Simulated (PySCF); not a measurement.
`C(C#N)#C/C=C\C(Cl)Cl`, C6H3Cl2N

Geometry:
```csv
atom,x (Å),y (Å),z (Å)
N1,4.441,-0.518,0.529
C2,3.366,-0.123,0.424
C3,2.094,0.341,0.301
C4,0.955,0.743,0.189
C5,-0.343,1.253,0.068
C6,-1.432,0.507,-0.141
C7,-1.401,-0.968,-0.273
Cl8,-2.413,-1.707,1.003
Cl9,-2.037,-1.440,-1.877
H10,-0.426,2.329,0.157
H11,-2.405,0.968,-0.224
H12,-0.396,-1.385,-0.181
```

Level of theory: PySCF 2.14.0, GIAO B97-2/pcSseg-1 magnetisability, rotational g tensor and spin-rotation constants, non-relativistic, gas phase. Geometry: GFN2-xTB.

Give the nuclear spin-rotation constants along the inertial axes (H = +C I·J) beside the isotropic shieldings.

Rotational constants 1.8681, 0.4824, 0.4703 GHz. A star marks the isotopologue with that one atom substituted, in its own axes.
| atom | isotope | Caa (kHz) | Cbb (kHz) | Ccc (kHz) | mean (kHz) | σ (ppm) |
| --- | --- | --- | --- | --- | --- | --- |
| N1 | 14N | 0.178 | 0.114 | 0.079 | 0.124 | -51.9 |
| Cl8 | 35Cl | 0.593 | 0.076 | 0.200 | 0.290 | 641.1 |
| Cl9 | 35Cl | 0.594 | 0.076 | 0.200 | 0.290 | 640.8 |
| H10 | 1H | -0.200 | -0.055 | 0.038 | -0.072 | 26.1 |
| H11 | 1H | 0.017 | -0.061 | -0.002 | -0.015 | 25.2 |
| H12 | 1H | 0.000 | -0.055 | -0.004 | -0.020 | 25.1 |
| C2 | 13C* | 0.250 | 0.200 | 0.133 | 0.194 | 78.2 |
| C3 | 13C* | 0.347 | 0.146 | 0.106 | 0.200 | 104.9 |
| C4 | 13C* | 0.181 | 0.170 | 0.113 | 0.155 | 110.3 |
| C5 | 13C* | 0.548 | 0.066 | 0.191 | 0.268 | 77.7 |
| C6 | 13C* | 0.723 | 0.078 | 0.238 | 0.347 | 30.2 |
| C7 | 13C* | 0.432 | 0.101 | 0.128 | 0.220 | 103.9 |

For the geometry as given, no vibrational averaging.
